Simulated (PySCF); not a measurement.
Ligand exchange on a metal centre used in film growth or etching (Ta F-OH). Gas-phase values, no solvent. One relaxed conformer stands for each flexible species; it need not be the lowest.

Computed with TPSSh-D3(BJ)/def2-TZVP // r2SCAN-D4/def2-SVP in PySCF 2.14.0. 

```tsv
species	LUMO (eV)	HOMO–LUMO gap (eV)
1 of 5 F replaced by OH ([Ta(F)4(OH)])	-2.24	7.41
2 of 5 F replaced by OH ([Ta(F)3(OH)2])	-2.12	[?]
4 of 5 F replaced by OH ([Ta(F)(OH)4])	[?]	6.84
5 of 5 F replaced by OH ([Ta(OH)5])	-1.29	6.34
```

**Question.** Complete the blanks.

**Answer.** 
- 2 of 5 F replaced by OH ([Ta(F)3(OH)2]), HOMO–LUMO gap (eV): 7.12
- 4 of 5 F replaced by OH ([Ta(F)(OH)4]), LUMO (eV): -1.46
